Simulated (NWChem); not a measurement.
System: C2HF2, doublet; SMILES [CH]=C(F)F

Excerpt of the output:

```
             Northwest Computational Chemistry Package (NWChem) 7.3.0
             --------------------------------------------------------

                             Geometry "geometry" -> ""
                             -------------------------

 Output coordinates in angstroms (scale by  1.889725989 to convert to a.u.)

  No.       Tag          Charge          X              Y              Z
 ---- ---------------- ---------- -------------- -------------- --------------
    1 C                    6.0000    -0.87208500    -1.13497300     0.00000000
    2 C                    6.0000    -0.09339200    -0.07955500     0.00000000
    3 F                    9.0000    -0.51535100     1.16120000     0.00000000
    4 F                    9.0000     1.22275200    -0.10750600     0.00000000
    5 H                    1.0000    -0.80446300    -2.21596200     0.00000000

 Effective nuclear repulsion energy (a.u.)     109.8741010136

                                 NWChem DFT Module
                                 -----------------

 Summary of "ao basis" -> "ao basis" (spherical)
 ------------------------------------------------------------------------------
       Tag                 Description            Shells   Functions and Types
 ---------------- ------------------------------  ------  ---------------------
 C                           6-31g*                  6       14   3s2p1d
 F                           6-31g*                  6       14   3s2p1d
 H                           6-31g*                  2        2   2s

 in cosmo_initialize ...

 solvent parameters
 solvname_short: unkn
 solvname_long:  unknown
 dielec:        2.4000

          ---------------
          -cosmo- solvent
          ---------------
 Cosmo: York-Karplus, doi: 10.1021/jp992097l
 dielectric constant -eps-     =   2.40
 screen = (eps-1)/(eps    )    =   0.58333
 surface charge correction     = lagrangian

   van der Waals surface
 --------------------------

 ---------- ATOMIC COORDINATES (A.U.) ------------ VDWR(ANG.) --
     1   -1.64800169   -2.14478797    0.00000000     2.000
     2   -0.17648529   -0.15033715    0.00000000     2.000
     3   -0.97387218    2.19434982    0.00000000     1.720
     4    2.31066623   -0.20315688    0.00000000     1.720
     5   -1.52021464   -4.18756098    0.00000000     1.300
 number of segments per atom =         32
 number of   points per atom =         32
 atom (   nspa,  nppa )
 ----------------------
    1 (     20,     0 )       0
    2 (     14,     0 )       0
    3 (     22,     0 )       0
    4 (     22,     0 )       0
    5 (     16,     0 )       0
 number of -cosmo- surface points =       94
 molecular surface =     84.493 angstrom**2
 molecular volume  =     63.886 angstrom**3
 G(cav/disp)       =      1.282 kcal/mol
 -lineq- algorithm             =   0
 -bem- low  level              =   2
 -bem- from -octahedral-
 gaussian surface charge width =   4.50000
 degree of switching           =   1.00000
 switching function tolerance  =   0.00010
 atomic radii =
 --------------
    1  6.000  2.000
    2  6.000  2.000
    3  9.000  1.720
    4  9.000  1.720
    5  1.000  1.300
 ...... end of -cosmo- initialization ......

            General Information
            -------------------
          SCF calculation type: DFT
          Wavefunction type:  spin polarized.
          No. of atoms     :     5
          No. of electrons :    31
           Alpha electrons :    16
            Beta electrons :    15
          Charge           :     0
          Spin multiplicity:     2
          Use of symmetry is: off; symmetry adaption is: off
          Maximum number of iterations: 150
          AO basis - number of functions:    58
                     number of shells:    26
          Convergence on energy requested:  1.00D-06
          Convergence on density requested:  1.00D-05
          Convergence on gradient requested:  5.00D-04

              XC Information
              --------------
                         B3LYP Method XC Potential
                     Hartree-Fock (Exact) Exchange  0.200
                        Slater Exchange Functional  0.800 local
                    Becke 1988 Exchange Functional  0.720 non-local
              Lee-Yang-Parr Correlation Functional  0.810
                  VWN I RPA Correlation Functional  0.190 local

[...]

                                   COSMO solvation results
                                   -----------------------

                 gas phase energy =      -276.358457596265
                 sol phase energy =      -276.359628038660
 (electrostatic) solvation energy =         0.001170442396 (    0.73 kcal/mol)

                    DFT Final Alpha Molecular Orbital Analysis
                    ------------------------------------------

 Vector   14  Occ=1.000000D+00  E=-4.278856D-01
              MO Center=  9.7D-02,  5.9D-01,  3.3D-10, r^2= 1.7D+00
   Bfn.  Coefficient  Atom+Function         Bfn.  Coefficient  Atom+Function
  ----- ------------  ---------------      ----- ------------  ---------------
    31      0.532660  3 F  px                46     -0.383787  4 F  py
    35      0.355297  3 F  px                50     -0.255767  4 F  py
    45      0.179416  4 F  px                49      0.125813  4 F  px
     3      0.078745  1 C  px                21      0.076346  2 C  px
    32      0.057387  3 F  py                17     -0.052618  2 C  px

 Vector   15  Occ=1.000000D+00  E=-2.819673D-01
              MO Center= -9.1D-01, -9.6D-01, -4.4D-10, r^2= 1.4D+00
   Bfn.  Coefficient  Atom+Function         Bfn.  Coefficient  Atom+Function
  ----- ------------  ---------------      ----- ------------  ---------------
     3      0.543724  1 C  px                 7      0.398620  1 C  px
     6     -0.208382  1 C  s                  4     -0.177127  1 C  py
    46      0.144103  4 F  py                45      0.134988  4 F  px
     2     -0.112950  1 C  s                 58      0.110856  5 H  s
    18     -0.108889  2 C  py                32     -0.098558  3 F  py

 Vector   16  Occ=1.000000D+00  E=-2.722696D-01
              MO Center= -4.9D-01, -6.1D-01, -7.0D-10, r^2= 1.7D+00
   Bfn.  Coefficient  Atom+Function         Bfn.  Coefficient  Atom+Function
  ----- ------------  ---------------      ----- ------------  ---------------
     5      0.459557  1 C  pz                 9      0.343006  1 C  pz
    19      0.337186  2 C  pz                33     -0.225834  3 F  pz
    47     -0.222550  4 F  pz                37     -0.173567  3 F  pz
    51     -0.170806  4 F  pz                23      0.139409  2 C  pz
    25     -0.027546  2 C  d -1

 Vector   17  Occ=0.000000D+00  E= 2.771370D-02
              MO Center= -3.8D-01, -4.7D-01, -5.1D-10, r^2= 1.8D+00
   Bfn.  Coefficient  Atom+Function         Bfn.  Coefficient  Atom+Function
  ----- ------------  ---------------      ----- ------------  ---------------
    19     -0.578785  2 C  pz                 9      0.558667  1 C  pz
    23     -0.557099  2 C  pz                 5      0.389084  1 C  pz
    33      0.201788  3 F  pz                47      0.200261  4 F  pz
    37      0.191207  3 F  pz                51      0.188896  4 F  pz
    11     -0.027314  1 C  d -1

 Vector   18  Occ=0.000000D+00  E= 1.132030D-01
              MO Center= -7.1D-01, -1.8D+00,  6.7D-11, r^2= 2.7D+00
   Bfn.  Coefficient  Atom+Function         Bfn.  Coefficient  Atom+Function
  ----- ------------  ---------------      ----- ------------  ---------------
    58      1.734725  5 H  s                  6     -1.314506  1 C  s
     8      0.718366  1 C  py                20      0.351446  2 C  s
    34     -0.286865  3 F  s                 36      0.223655  3 F  py
    17     -0.215453  2 C  px                 4      0.213006  1 C  py
    32      0.203590  3 F  py                 2     -0.185999  1 C  s

 Vector   19  Occ=0.000000D+00  E= 1.705463D-01
              MO Center=  2.0D-01,  2.9D-02,  5.7D-10, r^2= 1.9D+00
   Bfn.  Coefficient  Atom+Function         Bfn.  Coefficient  Atom+Function
  ----- ------------  ---------------      ----- ------------  ---------------
    20      1.788020  2 C  s                 48     -0.722982  4 F  s
    34     -0.555545  3 F  s                 58     -0.514561  5 H  s
    49      0.485889  4 F  px                 8     -0.440435  1 C  py
    21      0.378607  2 C  px                17      0.323749  2 C  px
    45      0.321009  4 F  px                36      0.310619  3 F  py

                     DFT Final Beta Molecular Orbital Analysis
                     -----------------------------------------

 Vector   13  Occ=1.000000D+00  E=-4.382091D-01
              MO Center=  2.5D-01, -5.5D-02,  4.0D-11, r^2= 2.2D+00
   Bfn.  Coefficient  Atom+Function         Bfn.  Coefficient  Atom+Function
  ----- ------------  ---------------      ----- ------------  ---------------
    46      0.446867  4 F  py                50      0.297218  4 F  py
    32      0.282333  3 F  py                 4      0.251678  1 C  py
    31      0.209214  3 F  px                36      0.192446  3 F  py
    18     -0.160248  2 C  py                 6      0.148770  1 C  s
    35      0.138228  3 F  px                57     -0.129920  5 H  s

 Vector   14  Occ=1.000000D+00  E=-4.247010D-01
              MO Center=  1.3D-01,  5.7D-01,  2.1D-10, r^2= 1.7D+00
   Bfn.  Coefficient  Atom+Function         Bfn.  Coefficient  Atom+Function
  ----- ------------  ---------------      ----- ------------  ---------------
    31      0.526481  3 F  px                46     -0.402269  4 F  py
    35      0.352429  3 F  px                50     -0.269609  4 F  py
    45      0.162105  4 F  px                49      0.114809  4 F  px
    21      0.077655  2 C  px                32      0.065787  3 F  py
     4      0.059624  1 C  py                17     -0.045788  2 C  px

[...]
```

Level: B3LYP/6-31G* (spherical d), spin-unrestricted, COSMO on the gas-phase geometry. In the optimisation the excess spin sits in a' (Cs, its own frame). The geometry was optimised at PBE0/def2-SVP, spin-unrestricted. No stability test was run on the SCF state. COSMO prints the solvation energy as gas minus solution, so a positive value is a stabilisation.

Question: Reconstruct the input file.

Answer: Several could match; the one computed here: the input that was run:
```
start job
memory heap 200 mb stack 900 mb global 1100 mb
geometry units angstroms noautosym nocenter noautoz
  C     -0.872085    -1.134973     0.000000
  C     -0.093392    -0.079555     0.000000
  F     -0.515351     1.161200     0.000000
  F      1.222752    -0.107506     0.000000
  H     -0.804463    -2.215962     0.000000
end
basis spherical
  * library 6-31g*
end
dft
  odft
  mult 2
  xc b3lyp
  iterations 150
end
cosmo
  dielec 2.4
end
task dft energy
```
